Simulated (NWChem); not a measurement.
System: Si$_{2}$NH$_{6}$OF; SMILES O[Si@H]([SiH2]N)F

Input file for NWChem:

```
start job
memory heap 200 mb stack 900 mb global 1100 mb
geometry units angstroms noautosym nocenter noautoz
  N     -0.536863     2.462191     0.140792
  Si     0.671817     1.264175    -0.214108
  Si    -0.031494    -0.914303     0.307189
  O     -1.485857    -1.098454    -0.474618
  F      1.026353    -2.032967    -0.238665
  H     -0.610084     2.808647     1.090960
  H     -1.460018     2.352468    -0.266386
  H      1.014384     1.295561    -1.669564
  H      1.886561     1.602648     0.588968
  H     -0.191258    -1.219390     1.764883
  H     -1.993019    -1.895412    -0.290510
end
basis spherical
  * library sto-3g
end
dft
  xc hfexch
  iterations 150
end
property
  shielding
end
task dft property
```

STO-3G and 3-21G are far too small for this property and stand as cheap habits. The geometry was optimised at PBE0/def2-SVP.

GIAO values for the isolated, static molecule; σ is the absolute isotropic shielding, δ = σ(reference) − σ with the isolated reference molecule computed at the same levels (19F: trichlorofluoromethane, 1H: tetramethylsilane, 15N: ammonia, 17O: water, 29Si: tetramethylsilane).

Atoms are numbered as in the input.

### Question
Give the results of this calculation. (Hartree-Fock/STO-3G, GIAO.) Quantities: δ N1 (ppm); δ Si2 (ppm); δ O4 (ppm); δ F5 (ppm); δ H6 (ppm); δ H8 (ppm); δ H9 (ppm).

### Answer
```
Property      Value
-----------  ------
δ N1 (ppm)    -48.5
δ Si2 (ppm)   -42.2
δ O4 (ppm)    -80.7
δ F5 (ppm)   -177.7
δ H6 (ppm)    -1.84
δ H8 (ppm)     2.38
δ H9 (ppm)     2.00
```
